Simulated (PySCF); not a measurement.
SbC: frontier orbitals

PBEsol at R = 1.881 Å; Sb aug-cc-pVDZ-PP with ECP28, C aug-cc-pVDZ; scalar-relativistic core potentials (PySCF 2.14). State: ²Σ⁺ (doublet), unpaired electrons σ ↑. Only the outer orbitals are listed, counted within each symmetry, core potentials removing the inner ones.

```json
{"spin": "α", "orbital": "5σ", "occ.": "1", "ε (eV)": "-16.48", "on Sb (%)": "39", "main shells (%)": "56 C s, 36 Sb s"}
{"spin": "α", "orbital": "6σ", "occ.": "1", "ε (eV)": "-11.30", "on Sb (%)": "59", "main shells (%)": "52 Sb s, 37 C s"}
{"spin": "α", "orbital": "7σ", "occ.": "1", "ε (eV)": "-7.12", "on Sb (%)": "40", "main shells (%)": "53 C p, 32 Sb p"}
{"spin": "α", "orbital": "3π", "occ.": "1", "ε (eV)": "-6.46", "on Sb (%)": "42", "main shells (%)": "57 C p, 41 Sb p"}
{"spin": "α", "orbital": "3π", "occ.": "1", "ε (eV)": "-6.46", "on Sb (%)": "42", "main shells (%)": "57 C p, 41 Sb p"}
{"spin": "α", "orbital": "4π", "occ.": "0", "ε (eV)": "-3.13", "on Sb (%)": "63", "main shells (%)": "57 Sb p, 37 C p"}
{"spin": "α", "orbital": "4π", "occ.": "0", "ε (eV)": "-3.13", "on Sb (%)": "63", "main shells (%)": "57 Sb p, 37 C p"}
{"spin": "β", "orbital": "5σ", "occ.": "1", "ε (eV)": "-15.87", "on Sb (%)": "49", "main shells (%)": "46 Sb s, 44 C s"}
{"spin": "β", "orbital": "6σ", "occ.": "1", "ε (eV)": "-10.49", "on Sb (%)": "61", "main shells (%)": "46 Sb s, 39 C s, 15 Sb p"}
{"spin": "β", "orbital": "3π", "occ.": "1", "ε (eV)": "-6.12", "on Sb (%)": "59", "main shells (%)": "59 Sb p, 39 C p"}
{"spin": "β", "orbital": "3π", "occ.": "1", "ε (eV)": "-6.12", "on Sb (%)": "59", "main shells (%)": "59 Sb p, 39 C p"}
{"spin": "β", "orbital": "7σ", "occ.": "0", "ε (eV)": "-5.29", "on Sb (%)": "32", "main shells (%)": "46 C p, 30 Sb p, 22 C s"}
{"spin": "β", "orbital": "4π", "occ.": "0", "ε (eV)": "-2.67", "on Sb (%)": "48", "main shells (%)": "53 C p, 42 Sb p"}
{"spin": "β", "orbital": "4π", "occ.": "0", "ε (eV)": "-2.67", "on Sb (%)": "48", "main shells (%)": "53 C p, 42 Sb p"}
```

Question: Which are the highest filled and the lowest empty level, where do they sit, and how wide is the gap?

Answer: Highest filled β 3π at -6.12 eV (in %: 59 Sb p, 39 C p); lowest empty β 7σ at -5.29 eV (in %: 46 C p, 30 Sb p, 22 C s); the gap at PBEsol is 0.83 eV.

The bond order (Mayer) is 2.61, the ⟨S²⟩ is 0.808 and the charge on Sb (Mulliken, basis-dependent) is 0.50. The charge on Sb (Löwdin, basis-dependent) is 0.66 and the dipole moment (positive dipole means Sb(−)C(+)) is -2.23 D.

Spin–orbit coupling is left out. The state is the lowest determinant that a PBE0 search found; another state may lie lower at other levels.
